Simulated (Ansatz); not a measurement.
A search over several starts for the lowest SCF solution of GeI₂ at the given spin, in a small basis.

```yaml
crystal:
  periodic: [false, false, false]
  atoms:
    - {symbol: Ge, position_ang: [-0.783159, -0.604885, 0.420015]}
    - {symbol: I, position_ang: [-0.814317, 0.792559, -1.752673]}
    - {symbol: I, position_ang: [1.597476, -0.187674, 1.332658]}
basis:
  gaussian: {orbitals: def2-SVP}
magnetization: {spin_polarized: true, initial_magnetization: 0}
hamiltonian: {xc: pbe0, dispersion: d4}
output: {orbitals: {seedname: orbitals}}
```

```sh
$ ansatz run in.yaml --threads 4 --pin off --events-out ev --progress --plain --max-ram 3916MiB
```

Shortened log:

```
Functional definition: PBE0
985 factors; integrals over basis functions are off by at most 2.5e-4 eV
mean field evaluation 1: about -72707.7845 eV, gradient 1.1e1 eV
mean field evaluation 2: about -72705.6429 eV, gradient 2.2e1 eV
mean field evaluation 4: about -72708.5480 eV, gradient 5.3e-1 eV
mean field evaluation 8: about -72708.5650 eV, gradient 1.3e-2 eV
mean field evaluation 16: about -72708.3871 eV, gradient 1.6e0 eV
mean field -72708.56500855 eV, -2671.9904804287 hartree, gradient 5.9e-5 eV, S^2 0.000000; 1 other end points of the search recorded, 0 dependent functions left out
reference -72708.56502864 eV, -2671.9904811672 hartree; 41, 41 occupied and 43, 43 virtual orbitals, 985 factors
Total energy: -72708.68817881 eV, -2671.9950068524 hartree
```

It took 1.6 s on 4 threads of Arm Neoverse V2 on a shared host.

In the def2 sets I takes a core potential; there is no spin–orbit coupling. The structure comes from a short search, and lower isomers may exist.
